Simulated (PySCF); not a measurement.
All values below come from ωB97X-D3(BJ)/def2-TZVP // PBE0-D3(BJ)/def2-SVP in PySCF. All species are isolated molecules in the gas phase. One relaxed conformer stands for a flexible species; it need not be the lowest. Delta-SCF ions had no search for a lower state. Excitations are Tamm–Dancoff values on a coarser integration grid. The basis has no diffuse functions, so Rydberg states are missing or too high.

Reference species (SMILES): `Sc1c(B)cco1` (neutral, multiplicity 1).

- vertical ionisation energy (Delta-SCF) = 8.42 eV
- HOMO–LUMO gap = 8.86 eV
- S1–T1 gap (TDA) = 1.39 eV

Changed species: `Bc1occ(S)c1`.

Question: What does the change do to the vertical ionisation energy (Delta-SCF), HOMO–LUMO gap and S1–T1 gap (TDA)?

Answer: the vertical ionisation energy (Delta-SCF) increases by 0.75 eV, to 9.17 eV; the HOMO–LUMO gap rises by 0.44 eV, to 9.30 eV; the S1–T1 gap (TDA) increases by 0.51 eV, to 1.90 eV.
